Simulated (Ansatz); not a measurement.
AsH4Si, SMILES [SiH2][AsH2], multiplicity 2.

Geometry: B3LYP-D3(BJ)/def2-TZVP. The isomer is the one that the SMILES or the coordinates give; other isomers of the formula were not compared.

Two levels are set side by side: PBE/def2-TZVPD (Ansatz, an electronic-structure program) and PBE0/def2-TZVPD (Ansatz). Energy differences of separate SCF runs at the same geometry; the states with an electron removed or added have multiplicity 1 and 1. Differences are taken from unrounded values.

```tsv
quantity	PBE0
vertical ionisation energy (eV)	8.42
vertical electron affinity (eV)	1.03
```

Problem. What does PBE give, and how far is it from PBE0? (Estimate from the structure and the level; the computed values follow.)

Solution. 
```tsv
quantity	PBE	PBE minus PBE0
vertical ionisation energy (eV)	8.32	-0.10
vertical electron affinity (eV)	1.08	0.05
```
